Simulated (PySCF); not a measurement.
CH₅Cl₂NSi (SMILES CN[SiH](Cl)Cl), singlet, at a GFN2-xTB geometry, atoms displaced at random by about 0.03 Å a coordinate; PBE0/STO-3G, gradient in PySCF.

PySCF was given this input:
```python
from pyscf import gto, scf, dft

mol = gto.M(
    atom='''
Si    0.12440612   -0.18391630   -0.37683989
Cl    1.50515032    1.25655079   -0.66630454
Cl    0.44971124   -1.32167878    1.21149830
N    -1.35084791    0.63571935   -0.21823300
C    -2.58865234   -0.05890784    0.12767463
H     0.21053062   -1.05784462   -1.67629844
H    -1.47634079    1.47831630   -0.72769517
H    -3.18694149    0.71867724    0.74763025
H    -3.19275170   -0.25132826   -0.65811654
H    -2.43554025   -0.84407388    0.78379382
''',
    basis='sto-3g',
    verbose=4,
)

mf = dft.RKS(mol)
mf.xc = 'pbe0'
mf.grids.level = 5
mf.kernel()
g = mf.nuc_grad_method()
g.grid_response = False
grad = g.kernel()
```

Output, abridged:

```
PySCF version 2.14.0

[INPUT] verbose = 4
[INPUT] num. atoms = 10
[INPUT] num. electrons = 66
[INPUT] charge = 0
[INPUT] spin (= nelec alpha-beta = 2S) = 0
[INPUT] symmetry False subgroup None
[INPUT] Mole.unit = angstrom
[INPUT] Symbol           X                Y                Z      unit          X                Y                Z       unit  Magmom
[...]
nuclear repulsion = 366.653147980277
number of shells = 26
number of NR pGTOs = 126
number of NR cGTOs = 42
basis = sto-3g
ecp = {}

******** <class 'pyscf.dft.rks.RKS'> ********
method = RKS
initial guess = minao
damping factor = 0
level_shift factor = 0
DIIS = <class 'pyscf.scf.diis.CDIIS'>
diis_start_cycle = 1
diis_space = 8
diis_damp = 0
SCF conv_tol = 1e-09
SCF conv_tol_grad = None
SCF max_cycles = 50
direct_scf = True
direct_scf_tol = 1e-13
XC library pyscf.dft.libxc version 7.1.2
    S. Lehtola, C. Steigemann, M. J. T. Oliveira, and M. A. L. Marques,  SoftwareX 7, 1–5 (2018)
XC functionals = pbe0
    C. Adamo and V. Barone,  J. Chem. Phys. 110, 6158 (1999)
    M. Ernzerhof and G. E. Scuseria,  J. Chem. Phys. 110, 5029 (1999)
radial grids:
    Treutler-Ahlrichs [JCP 102, 346 (1995); DOI:10.1063/1.469408] (M4) radial grids

becke partition: Becke, JCP 88, 2547 (1988); DOI:10.1063/1.454033
pruning grids: <function nwchem_prune>
grids dens level: 5
symmetrized grids: False
atomic radii adjust function: <function treutler_atomic_radii_adjust>
small_rho_cutoff = 0
Set gradient conv threshold to 3.16228e-05
Initial guess from minao.
tot grids = 332440
init E= -1290.68710755672
[...]
cycle= 1 E= -1290.6809403672  delta_E= 0.00617  |g|= 0.49  |ddm|= 3.82
[...]
cycle= 2 E= -1290.70940761702  delta_E= -0.0285  |g|= 0.449  |ddm|= 1.62
[...]
cycle= 3 E= -1290.77584696493  delta_E= -0.0664  |g|= 0.0469  |ddm|= 0.769
[...]
cycle= 4 E= -1290.77659465893  delta_E= -0.000748  |g|= 0.0106  |ddm|= 0.103
[...]
cycle= 5 E= -1290.7766370178  delta_E= -4.24e-05  |g|= 0.000702  |ddm|= 0.0195
[...]
cycle= 6 E= -1290.77663728209  delta_E= -2.64e-07  |g|= 0.000167  |ddm|= 0.0023
[...]
cycle= 7 E= -1290.77663729813  delta_E= -1.6e-08  |g|= 2.93e-05  |ddm|= 0.000512
[...]
cycle= 8 E= -1290.77663729849  delta_E= -3.62e-10  |g|= 7.84e-06  |ddm|= 6.76e-05
[...]
Extra cycle  E= -1290.7766372985  delta_E= -1.09e-11  |g|= 6.15e-06  |ddm|= 2.13e-05
converged SCF energy = -1290.7766372985

******** <class 'pyscf.grad.rks.Gradients'> for <class 'pyscf.dft.rks.RKS'> ********
unit = Eh/Bohr
grid_response = False
--------------- RKS gradients ---------------
         x                y                z
0 Si     0.0255289141     0.0178962198     0.0913844522
1 Cl    -0.0298980604    -0.0292164192     0.0031222620
2 Cl    -0.0096172100     0.0348049306    -0.0471095688
3 N    -0.0122977863     0.0417984905    -0.0207416517
4 C    -0.0076214357    -0.1238211971    -0.0706890680
5 H     0.0001402449    -0.0190552079    -0.0404114581
6 H     0.0076508714    -0.0375413578     0.0208581187
7 H    -0.0128452484     0.0290738202     0.0166842785
8 H     0.0510716685     0.0326948129     0.0757220069
9 H    -0.0121095665     0.0533601985    -0.0288172144
----------------------------------------------
```
